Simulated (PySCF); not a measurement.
# Property card for `[CH]([Ge]([CH]=C)([CH]=C)[CH]=C)=C`

Species: C₈H₁₂Ge.
Atom-mapped SMILES: `[CH2:1]=[CH:2][Ge:3]([CH:4]=[CH2:5])([CH:6]=[CH2:7])[CH:8]=[CH2:9]` (hydrogens: H10, H11 on C1; H12 on C2; H13 on C4; H14, H15 on C5; H16 on C6; H17, H18 on C7; H19 on C8; H20, H21 on C9)

From PBE0-D3(BJ)/def2-SVP geometry optimisation, gas phase (PySCF):

| Quantity | Value |
| --- | --- |
| Point group | C1 |
| Rotational constants A, B, C | 1.295, 0.993, 0.986 GHz |

**CAM-B3LYP/def2-SVPD ground state, ΔSCF and vertical TDDFT (core frozen in the response) (PySCF)**

| Property | Result |
| --- | --- |
| Dipole moment | 0.16 D |
| HOMO energy | -8.91 eV |
| LUMO energy | 0.54 eV |
| HOMO–LUMO gap | 9.45 eV |
| Lowest singlet excitation | 6.24 eV (199 nm, f = 0.014) |
| Strongest line among the 10 lowest singlet transitions | S5 at 6.99 eV (177 nm, f = 0.306) |
| Lowest triplet excitation (Tamm–Dancoff) | 4.26 eV |
| Static isotropic polarisability | 125.2 au |
| Vertical ionisation energy | 9.49 eV |
| Electronic spatial extent ⟨r²⟩ about the centre of nuclear charge | 1630 bohr² |

**B3LYP/pcSseg-1 ground state and GIAO shieldings, non-relativistic (PySCF)**

| Property | Result |
| --- | --- |
| 13C chemical shifts (computed TMS as zero) by class | 145.1 (C2/C4/C6/C8), 143.2 (C1/C5/C7/C9) ppm |
| 1H chemical shifts (computed TMS as zero) by class | 6.35 (H11/H14/H17/H21), 6.34 (H12/H13/H16/H19), 5.97 (H10/H15/H18/H20) ppm |
| Isotropic shieldings of nuclei other than C and H, by class | 1348 (Ge3) ppm |

delta-SCF UKS SCAN, pcX-2 on the ionised atom, pcseg-1 elsewhere, spin-free X2C (PySCF):

| Quantity | Value |
| --- | --- |
| Core binding energies | C1s 289.8 (C2/C4/C6/C8), C1s 290.0 (C1/C5/C7/C9) eV |

Monoisotopic mass from the formula: 182.0151 u.

The vertical singlet–triplet gap S1 − T1 is 1.98 eV (TDDFT singlet less Tamm–Dancoff triplet; S1: HOMO−1→LUMO, weight 0.37; T1: HOMO→LUMO, weight 0.28). The largest Löwdin shares of the HOMO are 0.19 on C2, 0.19 on C1, 0.17 on C6 and 0.10 on C7. In wavenumbers S1 is 50300 cm⁻¹ (1 eV = 8065.54 cm⁻¹). With B = h/(8π²I), that is 505.379 GHz u Å² over I, the principal moments of inertia are 390.2, 508.8 and 512.4 u Å² (most abundant isotopes). The polarisability is 18.55 Å³ as a volume (1 au = 0.148185 Å³), or 1.36 au for each of the 92 electrons. A dipole of 0.16 D is allowed in C1, and pure rotational transitions are dipole-allowed.

 The calculation (core ionisation apart) is non-relativistic and has no spin–orbit coupling, an omission that weighs most on germanium. Atoms bound to Ge lack the heavy atom's spin–orbit term in their shielding, so their NMR values are less reliable. NMR classes are plain means over equivalent atoms (diastereotopic ones count apart unless rotation or inversion swaps them), as if these changed places fast; in this geometry the members of some classes differ.

For the NMR shielding job (B3LYP/pcSseg-1), the run took 50 s of wall time on one thread, Arm Neoverse V1, no GPU (shared host).

Shape of the structure used: `[CH2:1]=[CH:2][Ge:3]([CH:4]=[CH2:5])([CH:6]=[CH2:7])[CH:8]=[CH2:9]`: C1–C2–Ge3–C4 136°, C2–Ge3–C4–C5 -138°, C2–Ge3–C6–C7 -135°, C2–Ge3–C8–C9 -130°.

One conformer stands for the species.
